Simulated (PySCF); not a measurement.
Compound: (F2Al-mu-F)2.
Cartesian coordinates in Å at the PBE0-D3(BJ)/def2-SVP level; atoms count from 1:
```
atom  x, y, z in Å
Al1   -0.116   -0.763   -1.167
F2    -0.613    0.016   -2.526
F3     0.232   -2.367   -1.089
F4     1.132    0.215   -0.284
Al5    0.149    0.741    1.148
F6     0.649   -0.035    2.507
F7    -0.198    2.346    1.063
F8    -1.098   -0.239    0.265
```

The closed-shell ground state was solved at several levels (PySCF, density fitting, gas phase, non-relativistic). The dipole stays under 0.02 D at every level.

| level | basis functions | HOMO (eV) | LUMO (eV) | gap (eV) |
| --- | --- | --- | --- | --- |
| B3LYP/pcSseg-1 (pcSseg-2 on Al) | 188 | -11.56 | -1.59 | 9.97 |
| CAM-B3LYP/def2-SVPD | 186 | -13.75 | -0.80 | 12.95 |
| PBE/pcSseg-1 (pcSseg-2 on Al) | 188 | -9.76 | -2.17 | 7.59 |

Task: What might PBE0/pcSseg-1 (pcSseg-2 on Al) (188 basis functions) give for the same quantities?

Result: HOMO -11.91 eV, LUMO -1.24 eV, gap 10.67 eV.

Task: Over all these levels, which gives the widest orbital gap and which the narrowest?

Result: CAM-B3LYP/def2-SVPD (range-separated hybrid) has the widest, 12.95 eV, and PBE/pcSseg-1 (pcSseg-2 on Al) (GGA) the narrowest, 7.59 eV. Functional and basis both differ between the two, so the spread mixes both effects.

Task: In the pcSseg-1 (pcSseg-2 on Al) basis, how does the gap go with the fixed share of exact exchange?

Result: PBE (0 %) 7.59 eV; B3LYP (20 %) 9.97 eV; PBE0 (25 %) 10.67 eV. Each rise in the share widens the gap here.

One conformer stands for the species.
